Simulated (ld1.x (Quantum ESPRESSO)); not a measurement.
# silver (Ag): excitation energies, all-electron against TM

```json
{"Element": "silver", "Generator": "ld1.x (Quantum ESPRESSO) 7.5", "Type": "norm-conserving Troullier–Martins (Kleinman–Bylander form)", "Functional": "PBE", "Relativity": "non-relativistic", "Frozen core": "[Ar] 3d10", "Valence charge": "19", "Reference configuration": "4s2 4p6 4d8 5s0 5p0 (charge +3)", "Partial waves": "4p (bound): rc 0.90 bohr; 4d (bound): rc 1.55 bohr; 4s (bound): rc 1.55 bohr", "Local potential": "the s channel", "Core correction": "Bessel-smoothed model core, default radius (core density twice the valence density)"}
```

Energies are relative to the spin-unpolarised reference configuration 4s2 4p6 4d8 5s0 5p0; without spin polarisation the order of configurations can differ from experiment.

```csv
valence configuration,charge,ΔE all-electron (eV),error AE − PS (meV)
4s2 4p6 4d10 5s1 5p0,0,-66.265,+1637
4s2 4p6 4d10 5s0 5p0,+1,-59.082,+145
4s2 4p6 4d9 5s0 5p0,+2,-36.655,+45
4s1 4p6 4d10 5s1 5p0,+1,28.450,+2488
4s2 4p5 4d10 5s1 5p0,+1,-2.852,+2575
4s2 4p6 4d10 5s0 5p1,0,-62.874,+301
```

(1) What are ΔE and the potential's error for 4s2 4p6 4d7 5s0 5p0?

Levels in the configuration 4s2 4p6 4d10 5s0 5p1:

```
level  all-electron (eV)  pseudo (eV)
   4s            -89.632      -89.589
   4p            -58.592      -58.513
   4d             -9.769       -9.629
   5p             -1.654       -1.698
```

Results:

(1) ΔE = 52.313 eV all-electron; the error (AE − PS) is +61 meV.

These tests converged, but a pseudo level misses the all-electron one widely, so the file describes the atom poorly there or has found another state: 4s2 4p6 4d10 5s1 5p0: 5s by 1.0 eV; 4s2 4p6 4d10 5s0 5p0: empty 5s by 2.0 eV; 4s2 4p6 4d9 5s0 5p0: empty 5s by 3.0 eV; 4s1 4p6 4d10 5s1 5p0: 5s by 2.1 eV; 4s2 4p6 4d7 5s0 5p0: empty 5s by 5.6 eV.
